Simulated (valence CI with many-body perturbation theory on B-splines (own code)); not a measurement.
# E1 transitions of Ho35+

Calculated by relativistic CI+MBPT: four valence electrons over a frozen Dirac-Fock core [Ar] 3d10, a basis of 11 s, 11 p, 10 d, 8 f, 5 g, 2 h functions for each j, with the one-electron correlation potential Σ1 (screened to all orders), the two-electron term Σ2, the three-electron term Σ3, Breit, model QED; selected single and double excitations, second order for the rest, scaled by the run's own slope (own B-spline code, finite nucleus).

No measured spectrum was set against this ion. As an estimate, large intervals hold to a few tenths of a per cent, small ones and those within an open d or f shell to about a per cent. Among the levels kept, up to 400 cm⁻¹ of a level comes from second order outside the variational space, and about a tenth of that is noise between levels of different J, which matters for small intervals.

Lines 51 to 100 of 558 in falling wavelength, among levels below 3958.5 × 10³ cm⁻¹, chosen from the strongest by gf and those to the six lowest levels. Wavelengths and rates use the calculated energies. Electric multipoles are in the length gauge with retardation, E1 and E2 with the static RPA response of the core. Weak lines are less certain than strong ones. Lines between different terms over intervals too small for the method are left out, as are lines whose strength nearly cancels. Where a level lies close to another of its J and parity, the split of strength between their lines is uncertain. The highest levels of a list are the least certain.

Levels are named by their leading jj configuration (3d3/2^4 stands for four electrons in 3d with j = 3/2), which in mixed levels can hold well under half, so a name can repeat and another be missing. Letters in brackets count levels of one name in rising energy.

```csv
λ vac (Å),Upper,Lower,A (s⁻¹),S (a.u.) with core polarisation,S without
133.7,(4s^2 4p1/2 4d5/2) J=3,(4s^2 4p3/2^2) J=2,2.61e+09,2.15e-02,2.30e-02
131.0,(4s 4p1/2 4p3/2^2) J=1 [b],(4s^2 4p3/2^2) J=2,1.17e+10,3.89e-02,4.16e-02
129.9,(4s^2 4p1/2 4d5/2) J=2,(4s^2 4p3/2^2) J=2,7.20e+09,3.89e-02,4.16e-02
129.8,(4p1/2^2 4p3/2 4d3/2) J=2,(4s 4p1/2 4p3/2 4d3/2) J=3 [a],2.96e+10,1.60e-01,1.71e-01
129.4,(4s 4p1/2 4d5/2^2) J=4 [a],(4s 4p3/2^2 4d5/2) J=4 [a],9.43e+09,9.07e-02,9.70e-02
129.0,(4s 4p1/2 4p3/2 4f7/2) J=5 [b],(4s 4p3/2^2 4d5/2) J=5,1.04e+10,1.21e-01,1.30e-01
128.4,(4s 4p1/2 4p3/2 4f5/2) J=4 [a],(4s 4p3/2^2 4d5/2) J=5,1.02e+10,9.61e-02,1.03e-01
124.2,(4p1/2^2 4p3/2 4d5/2) J=4,(4s 4p1/2 4p3/2 4d5/2) J=4 [a],1.75e+10,1.49e-01,1.59e-01
121.4,(4p1/2^2 4p3/2 4d3/2) J=1,(4s 4p1/2 4p3/2 4d3/2) J=2 [a],3.03e+10,8.02e-02,8.57e-02
103.9,(4s 4p1/2 4d3/2 4d5/2) J=4 [b],(4s 4p1/2 4p3/2 4d5/2) J=4 [b],1.12e+10,5.57e-02,5.94e-02
101.0,(4s 4p1/2 4p3/2^2) J=2 [a],(4s^2 4p1/2 4p3/2) J=2,1.39e+08,3.53e-04,3.80e-04
99.53,(4s^2 4p1/2 4d3/2) J=2,(4s^2 4p1/2 4p3/2) J=2,3.15e+08,7.66e-04,7.88e-04
98.11,(4s 4p1/2 4p3/2^2) J=2 [a],(4s^2 4p1/2 4p3/2) J=1,9.33e+09,2.17e-02,2.33e-02
97.29,(4s 4p3/2^2 4d5/2) J=5,(4s^2 4p3/2 4d5/2) J=4,2.40e+10,1.20e-01,1.29e-01
97.03,(4s^2 4p3/2 4d3/2) J=1,(4s^2 4p3/2^2) J=0,1.60e+09,2.16e-03,2.34e-03
96.68,(4s^2 4p1/2 4d3/2) J=2,(4s^2 4p1/2 4p3/2) J=1,5.35e+08,1.19e-03,1.27e-03
96.05,(4s 4p3/2^2 4d5/2) J=3 [a],(4s^2 4p3/2 4d5/2) J=2,2.42e+10,7.41e-02,7.96e-02
95.50,(4s 4p1/2^2 4d3/2) J=1,(4s 4p1/2^2 4p3/2) J=2,4.76e+09,6.14e-03,6.53e-03
95.49,(4s 4p1/2 4p3/2 4d5/2) J=3 [b],(4s^2 4p1/2 4d5/2) J=2,2.23e+10,6.71e-02,7.21e-02
95.39,(4s 4p1/2 4p3/2^2) J=3,(4s^2 4p1/2 4p3/2) J=2,4.04e+09,1.21e-02,1.31e-02
95.25,(4s 4p1/2 4p3/2 4d3/2) J=2 [d],(4s 4p1/2 4p3/2^2) J=1 [b],2.44e+10,5.19e-02,5.55e-02
94.85,(4p1/2^2 4p3/2 4d5/2) J=3,(4s 4p1/2^2 4d5/2) J=2,2.41e+10,7.11e-02,7.60e-02
94.37,(4s 4p3/2^3) J=2,(4s^2 4p3/2^2) J=2,1.30e+10,2.70e-02,2.91e-02
94.06,(4s 4p1/2^2 4d3/2) J=2,(4s 4p1/2^2 4p3/2) J=2,8.71e+09,1.79e-02,1.89e-02
93.88,(4p1/2 4p3/2^2 4d5/2) J=2 [b],(4s 4p1/2 4p3/2 4d5/2) J=1 [c],2.42e+10,4.95e-02,5.30e-02
93.62,(4s 4p1/2 4p3/2 4d5/2) J=3 [c],(4s^2 4p1/2 4d5/2) J=2,1.81e+10,5.13e-02,5.51e-02
93.58,(4s 4p1/2 4p3/2 4d5/2) J=4 [b],(4s^2 4p1/2 4d5/2) J=3,1.99e+10,7.24e-02,7.77e-02
93.19,(4s^2 4p3/2 4f7/2) J=3,(4s^2 4p3/2 4d5/2) J=3,1.76e+10,4.92e-02,5.28e-02
92.66,(4s^2 4p3/2 4f7/2) J=4 [a],(4s^2 4p3/2 4d5/2) J=3,3.79e+10,1.34e-01,1.44e-01
91.95,(4s 4p1/2 4p3/2 4f7/2) J=5 [b],(4s 4p1/2 4p3/2 4d5/2) J=4 [c],1.29e+10,5.46e-02,5.86e-02
91.84,(4s 4p1/2 4p3/2 4f5/2) J=2 [c],(4p1/2 4p3/2^3) J=2,2.59e+10,4.96e-02,5.30e-02
91.53,(4s 4p1/2 4p3/2 4d5/2) J=4 [c],(4s^2 4p1/2 4d5/2) J=3,4.08e+10,1.39e-01,1.49e-01
91.41,(4p1/2 4p3/2^2 4d5/2) J=3 [c],(4s 4p1/2 4p3/2 4d5/2) J=2 [c],2.31e+10,6.09e-02,6.53e-02
91.26,(4s^2 4p3/2 4d3/2) J=1,(4s^2 4p3/2^2) J=2,6.59e+09,7.42e-03,8.00e-03
90.44,(4s^2 4p3/2 4f5/2) J=3 [a],(4s^2 4p3/2 4d3/2) J=3,3.19e+10,8.15e-02,8.74e-02
89.84,(4s^2 4p1/2 4d3/2) J=1,(4s^2 4p1/2 4p3/2) J=2,7.22e+09,7.75e-03,8.31e-03
89.72,(4s 4p1/2 4p3/2 4f5/2) J=4 [a],(4s 4p1/2 4p3/2 4d5/2) J=3 [b],5.19e+10,1.67e-01,1.78e-01
89.68,(4p1/2 4p3/2^2 4d5/2) J=3 [b],(4s 4p1/2 4p3/2 4d5/2) J=3 [d],4.69e+10,1.17e-01,1.25e-01
89.49,(4s^2 4p3/2 4d3/2) J=3,(4s^2 4p3/2^2) J=2,7.57e+09,1.88e-02,1.99e-02
89.34,(4s 4p1/2 4p3/2 4f7/2) J=5 [c],(4s 4p1/2 4p3/2 4d5/2) J=4 [b],5.66e+10,2.19e-01,2.34e-01
88.96,(4s^2 4p3/2 4f5/2) J=3 [a],(4s^2 4p3/2 4d3/2) J=2,2.79e+10,6.78e-02,7.30e-02
88.89,(4s^2 4d3/2 4d5/2) J=4,(4s^2 4p3/2 4d5/2) J=4,2.43e+10,7.57e-02,8.14e-02
88.68,(4p1/2 4p3/2^2 4d5/2) J=4 [a],(4s 4p1/2 4p3/2 4d3/2) J=3 [c],3.33e+10,1.03e-01,1.10e-01
88.55,(4s 4p1/2 4p3/2 4d3/2) J=2 [b],(4s^2 4p1/2 4d3/2) J=2,1.14e+11,1.95e-01,2.08e-01
88.50,(4p1/2^2 4p3/2 4d5/2) J=4,(4s 4p1/2^2 4d5/2) J=3,3.75e+10,1.15e-01,1.24e-01
88.28,(4s^2 4d3/2 4d5/2) J=4,(4s^2 4p3/2 4d3/2) J=3,3.89e+10,1.19e-01,1.27e-01
88.06,(4s 4p3/2^2 4d3/2) J=2 [b],(4s^2 4p3/2 4d3/2) J=3,3.98e+10,6.70e-02,7.16e-02
88.00,(4s 4p1/2 4p3/2 4f7/2) J=3 [b],(4s 4p1/2 4p3/2 4d5/2) J=3 [d],3.18e+10,7.48e-02,7.99e-02
87.93,(4p1/2 4p3/2^2 4d3/2) J=2 [b],(4s 4p1/2 4p3/2 4d3/2) J=3 [c],6.49e+10,1.09e-01,1.16e-01
87.80,(4s 4p1/2 4d3/2 4d5/2) J=4 [b],(4s 4p1/2 4p3/2 4d3/2) J=4,6.47e+10,1.95e-01,2.07e-01
```
